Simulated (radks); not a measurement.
Problem. S11+, configuration 1s1 2s2 2p2 (not the ground configuration). Calculated with a radial shooting solver on a logarithmic mesh with Libxc functionals: scalar-relativistic Kohn-Sham, r2SCAN, spin-polarised, spherical densities, finite nucleus; open shells are filled with parallel spins first; meta-GGA in the generalised Kohn-Sham scheme; Fermi nuclear charge, rms radius 3.2611 fm. Some entries of the table are withheld. Estimate them.

orbital  occ.  eigenvalue (eV)  <1/r> (bohr^-1)
1s up       1        -3059.662            16.00
1s down     0        -2850.646            16.11
2s up       1              (1)              (2)
2s down     1              (3)              (4)
2p up       2        -564.5596            3.602
2p down     0        -517.1829            3.288

Solution. 
(1) 2s up eigenvalue (eV): -599.9606
(2) 2s up <1/r> (bohr^-1): 3.645
(3) 2s down eigenvalue (eV): -578.8019
(4) 2s down <1/r> (bohr^-1): 3.568
